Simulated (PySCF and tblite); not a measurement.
The numbers below are computed, except where a source is named.
C4H11ClSi2, numbered as in [Cl:1][SiH:2]1[CH2:3][CH2:4][SiH2:5][CH2:6][CH2:7]1.

Conformers came from 60 starts (ETKDG and KDG, MMFF94s, GFN2-xTB); geometries are GFN2-xTB. Free energies are PBE0-D3(BJ)/pcSseg-1 single points with GFN2-xTB rigid-rotor and vibrational terms (modes under about 100 cm⁻¹ blended into free rotors). Symmetry numbers and mirror images are counted. Conformers within 3 kcal/mol (GFN2-xTB free energy) were kept, 10 at most. GIAO shieldings: PBE0/pcSseg-1. Shifts are against TMS (¹H), TMS (¹³C), TMS (²⁹Si) at the same level; of two unlike H on one atom, a is the less shielded. Programs: PySCF with density fitting and tblite.

The 6-ring runs over atoms 2–3–4–5–6–7. Of a mirror pair one member is shown.

| conformer | shape | symmetry | E(GFN2) kcal/mol | E(DFT) kcal/mol |
| --- | --- | --- | --- | --- |
| 1 | 6-ring chair (Cl1 axial) | Cs | 0.86 | 0.00 |
| 2 | 6-ring chair (all substituents equatorial) | Cs | 0.00 | 0.75 |
| 3 | 6-ring twist-boat (ring torsions 64, -34, -33, 64, -34, -33°) | C1 (pair) | 1.64 | 2.04 |

(1) How much do the weights at 298.15 K and the averaged shift of H3b/H7b depend on how the conformers are weighted?

Results:

(1) 
```json
{"weighting": "DFT energy with thermal terms, symmetry and mirror images (full scheme)", "1 (%)": "68", "2 (%)": "25", "3 (%)": "7", "δ (ppm)": "1.08", "rms dipole (D)": "1.56"}
{"weighting": "DFT energy with symmetry and mirror images", "1 (%)": "74", "2 (%)": "21", "3 (%)": "5", "δ (ppm)": "1.04", "rms dipole (D)": "1.54"}
{"weighting": "bare DFT energy", "1 (%)": "76", "2 (%)": "22", "3 (%)": "2", "δ (ppm)": "1.04", "rms dipole (D)": "1.54"}
{"weighting": "GFN2-xTB energy with symmetry and mirror images", "1 (%)": "17", "2 (%)": "74", "3 (%)": "9", "δ (ppm)": "1.46", "rms dipole (D)": "1.69"}
{"weighting": "GFN2-xTB free energy", "1 (%)": "14", "2 (%)": "75", "3 (%)": "11", "δ (ppm)": "1.48", "rms dipole (D)": "1.69"}
{"weighting": "leading conformer alone", "1 (%)": "100", "2 (%)": "0", "3 (%)": "0", "δ (ppm)": "0.86", "rms dipole (D)": "1.48"}
{"weighting": "equal weights", "1 (%)": "33", "2 (%)": "33", "3 (%)": "33", "δ (ppm)": "1.24", "rms dipole (D)": "1.62"}
{"weighting": "full scheme, search stopped after three starts", "1 (%)": "73", "2 (%)": "27", "3 (%)": "0", "δ (ppm)": "1.07", "rms dipole (D)": "1.55"}
```

The largest departure from the full scheme, 0.40 ppm, comes with: GFN2-xTB free energy.


Conformer gaps in pcSseg-1 on xTB geometries can be 2 kcal/mol off for S=O, P=O and other polar bonds.